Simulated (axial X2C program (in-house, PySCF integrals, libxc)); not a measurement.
**SeH⁺: from the spin-free to the two-component result**

Computed with an axial X2C code built on PySCF integrals. Spin-free means the one-electron spin-free X2C Hamiltonian; two-component (2c) means X2C with spin–orbit coupling and atomic mean-field two-electron Coulomb and Gaunt terms, so the difference of the two also holds small scalar two-electron terms. Basis: Se dyall-cv3z [8s9p6d4f1g], H dyall-v3z [6s2p1d] (cores contracted in-house); Gaussian nuclei, density fitting, unrestricted open shells. Masses: Se 79.917 u, H 1.008 u.

Spin-free state: M_S = 1, Λ = 0 (beyond evenly filled blocks: π+α, π-α); fragments Se+ + H.

```csv
level,Re (Å),ωe (cm⁻¹),De (eV),μ (D)
PBE0,1.489,2329.5,3.265,1.14
HF,1.468,2473.0,2.163,1.19
MP2,1.478,2396.1,2.893,n/a
CCSD,1.486,2335.9,3.072,n/a
CCSD(T),1.488,2317.4,3.099,n/a
r2SCAN,1.488,2314.9,3.367,1.15
```

Correlated methods: 6 electrons correlated (number of frozen shells: Se 3 s, 2 p, 1 d; H none), 146 virtual spin orbitals or spinors in MP2, 70 natural virtuals in coupled cluster.

Dipoles are positive if H is the positive end and refer to the centre of mass.

Two-component determinant lowest at the distance of the search:

Ω = 1 (⟨Sz⟩ = 1.00, ⟨Lz⟩ = 0.00 at HF); fragments Se+ + H.

```tsv
level	Re (Å)	ωe (cm⁻¹)	De (eV)	μ (D)
PBE0	1.489	2326.3	3.243	1.14
HF	1.469	2470.0	2.148	1.19
MP2	1.479	2393.6	2.876	n/a
CCSD	1.486	2333.5	3.054	n/a
CCSD(T)	1.489	2314.9	3.081	n/a
r2SCAN	1.489	2312.1	3.350	1.15
```

Question: From the two tables, how do the constants change at the CCSD(T) level (2c against spin-free)?

Answer: At the CCSD(T) level Re is unchanged within 0.001 Å and ωe drops by 2.5 cm⁻¹; De changes by -0.018 eV.

One determinant describes the state; a PBE0 search over occupations chose it and may have missed a lower one. Dissociation energies refer to the lowest single-determinant-based atoms at the same level and basis. Density functionals use the spin component along the axis (collinear). Coupled cluster ran in a truncated set of natural virtual spinors; the MP2 energy of the rest was added. (T) has no such correction and the atoms are truncated less, which lowers De at CCSD(T) by a hundredth of an eV or more. With several unpaired electrons one determinant need not be a pure state. Open-shell Ω = 0 determinants with evenly filled partner blocks cannot be reached by this program, so the Ω shown need not be the lowest component. This is the Ω = 1 component of a π² triplet; the 0⁺ component is not one determinant and can lie lowest.
